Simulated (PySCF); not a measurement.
# From computed data to an observable: chemical shift, span and skew from a shielding tensor

F6S, SMILES FS(F)(F)(F)(F)F. Atoms are numbered in the order given.

```xyz
7

F      0.0000    -1.6090     0.0000
S      0.0000     0.0000     0.0000
F      1.6090     0.0000     0.0000
F      0.0000     0.0000     1.6090
F     -1.6090     0.0000     0.0000
F      0.0000     0.0000    -1.6090
F      0.0000     1.6090     0.0000
```
Charge 0, spin multiplicity 1.

Geometry optimised at PBE-D3(BJ)/def2-SVP.

GIAO shieldings from PBE/pcSseg-1 in PySCF, non-relativistic, no solvent. The symmetric part of the tensor of F1 has the principal values -147.6, -147.6, 350.3 ppm. The same nucleus in CFCl3 has σ = 133.6 ppm at this level (PySCF, at its B3LYP-D3(BJ)/def2-TZVP geometry).

Question: Work out the isotropic shielding, the ¹⁹F shift against CFCl3, the span and the skew.

Answer: 
σ(iso) = (σ11 + σ22 + σ33)/3 = 18.4 ppm. δ = σ(ref) − σ(iso) = 133.6 − (18.4) = 115.2 ppm.
Span Ω = σ33 − σ11 = 497.9 ppm. Skew κ = 3(σ(iso) − σ22)/Ω = 1.00, an axial tensor. Tumbling in solution averages the tensor to δ; in a static solid the shielding alone would spread this spin-1/2 line over Ω.
